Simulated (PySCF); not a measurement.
Polarisability and C₆ of Kr (krypton, neutral)

[Kr], closed-shell 1S. Calculation: PySCF 2.14, in aug-cc-pwCVDZ-PP with ECP10MDF (6s5p4d1f, 48 functions); a scalar-relativistic core potential. Coupled (time-dependent) response in atomic units; α is the mean over directions. A double-zeta set is small for polarisabilities.

```json
{"method": "UHF", "mean α (bohr³)": "15.24", "C₆ (like pair)": "117.6", "S(−4)": "40.72"}
{"method": "PBE", "mean α (bohr³)": "16.56", "C₆ (like pair)": "130.1", "S(−4)": "53.68"}
{"method": "PBE0", "mean α (bohr³)": "16.05", "C₆ (like pair)": "125.3", "S(−4)": "48.08"}
{"method": "M06-2X", "mean α (bohr³)": "15.98", "C₆ (like pair)": "122.7", "S(−4)": "48.61"}
{"method": "M06", "mean α (bohr³)": "16.45", "C₆ (like pair)": "127.3", "S(−4)": "53.95"}
```

S(−4) is the Cauchy moment in α(ω) = α(0) + S(−4) ω² + …

Reference α: 16.78 ± 0.02 bohr³ (recommended; Schwerdtfeger and Nagle, table of static dipole polarizabilities (2023 update)). Published C₆: 130.0 (Chu and Dalgarno (2004); Tang, Norbeck and Certain (1976)).

α(iu) at M06:

```
u (hartree)  α(iu) (bohr³)
          0          16.45
     0.0500          16.31
      0.100          15.93
      0.200          14.63
      0.300          13.00
      0.500          9.835
      0.750          6.857
       1.00          4.898
       1.50          2.773
       2.00          1.770
       3.00         0.9173
       5.00         0.4100
```

A single London oscillator, α(iu) = α/(1 + u²/ω²), gives C₆ = (3/4) ω α². Matching the computed C₆ needs ω = 4 × 127.3 / (3 × 16.45²) = 0.627 hartree.

Energies and moments cover only the electrons outside the core potential.
